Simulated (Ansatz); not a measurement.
Cartesian coordinates (Å):
```xyz
8

C      1.8824     0.0542    -0.1796
B      0.5078    -0.0305    -0.0631
Si    -1.4540    -0.0742     0.1284
H      2.4337     0.9669     0.0332
H      2.5050    -0.7809    -0.4899
H     -1.8361     1.2915     0.5804
H     -2.1408    -0.3665    -1.1555
H     -1.8980    -1.0605     1.1461
```
Charge 0, multiplicity 1.

Calculation: Ansatz (a program for electronic structure) with frozen-core CCSD(T)/cc-pVQZ // r2SCAN-D4/def2-TZVP.

HF energy: -354.36742 Ha
MP2 correlation energy: -0.40532 Ha

Q: Estimate the CCSD correlation energy, the (T) correction, the total energy and the T1 diagnostic.

A: 
```yaml
CCSD correlation energy: -0.44462 Ha
"(T) correction": -0.01917 Ha
CCSD(T) total energy: -354.83121 Ha
T1 diagnostic: 0.015
```
